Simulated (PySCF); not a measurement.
NbF3, SMILES [F][Nb]([F])[F] (connectivity only; charge and spin as stated), neutral, multiplicity 3.

Geometry: PBE-D3(BJ)/def2-TZVP. The multiplicity is an assumed one; other spin states were not compared. The def2 effective core potentials stand for the cores of Nb; spin–orbit coupling is left out.

Computed with PBE-D3(BJ)/def2-TZVP run with PySCF.

Frequencies are harmonic and unscaled.

Computed harmonic wavenumbers and intensities:
```
mode  ν (cm⁻¹)  IR (km/mol)  moving atoms (share of kinetic energy)
----  --------  -----------  --------------------------------------
1           69         20.0                         F 80 %, Nb 20 %
2          112          8.7                         F 62 %, Nb 38 %
3          175          4.0                         F 90 %, Nb 10 %
4          593        170.4                         F 82 %, Nb 18 %
5          645          0.6                                 F 100 %
6          699        210.8                         F 72 %, Nb 28 %
```
